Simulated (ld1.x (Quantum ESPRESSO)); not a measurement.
## hydrogen: what ld1.x (Quantum ESPRESSO) 7.5 does with a changed input

Command:

```bash
ld1.x < H.in > H.out
```

Input:

```
&input
   title='H', zed=1., rel=1, dft='BLYP', iswitch=3,
   config='1s1 2p-2',
   nld=2, rlderiv=1.60, eminld=-2.0, emaxld=5.0, deld=0.02
 /
 &inputp
   pseudotype=3, lpaw=.true., tm=.true., lloc=-1, rcloc=1.45,
   nlcc=.false., new_core_ps=.true.,
   which_augfun='BESSEL', rmatch_augfun=0.95,
   file_pseudopw='H.UPF', file_wfcaegen='ae.wfc', file_wfcncgen='nc.wfc', file_beta='beta', file_chi='chi', file_wfcusgen='us.wfc'
 /
3
1S  1  0   1.00   0.00  1.15  1.35  0.0
1S  1  0   0.00   0.15  1.15  1.35  0.0
2P  2  1  -2.00   0.05  1.40  1.45  0.0
 &test
   configts(1)='1s1'
 /
```

This is an input that runs to its end, with one change: new_core_ps set without nlcc.

Problem. How does the run end?

Solution. The program runs through. The occupied levels of the test differ from the all-electron ones by at most 0.00000 Ry (unchanged input: 0.00000 Ry). Messages: US requires at least two energies per channel 2P.

```

     Required augmentation: BESSEL   radius:    0.950000
     Suggested rho cutoff for augmentation:  60.22 Ry

     Estimated PAW energy =   -0.923358 Ryd

     ------------------- End of pseudopotential generation -------------------

     Computing logarithmic derivative in   1.59803
     Computing logarithmic derivative in   1.59803
     Computing the partial wave expansion
     R is outside the sphere for l=    0 j= 0.00
     R is outside the sphere for l=    0 j= 0.00
     R is outside the sphere for l=    1 j= 0.00

     ---------------------- Testing the pseudopotential ----------------------

     H
     scalar relativistic calculation

     atomic number is  1.00   valence charge is  1.00
     dft = SLA  LYP  B88  BLYP   lsd =0 sic =0 latt =0  beta=0.20 tr2=1.0E-14
     mesh = 929 r(mesh) =  99.48432 xmin = -7.00 dx = 0.01250

     n l     nl             e AE (Ry)        e PS (Ry)    De AE-PS (Ry)
     1 0     1S   1( 1.00)       -0.48006       -0.48006        0.00000

     eps = 5.0E-15  iter =  4

     Etot =      -0.922661 Ry,      -0.461330 Ha,     -12.553437 eV
     Etotps =    -0.923359 Ry,      -0.461680 Ha,     -12.562941 eV

     Ekin =       0.904968 Ry,       0.452484 Ha,      12.312723 eV
     Encl =      -1.897518 Ry,      -0.948759 Ha,     -25.817046 eV
     Ehrt =       0.580307 Ry,       0.290153 Ha,       7.895476 eV
     Ecxc =      -0.511116 Ry,      -0.255558 Ha,      -6.954094 eV

     ---------------------- End of pseudopotential test ----------------------
```
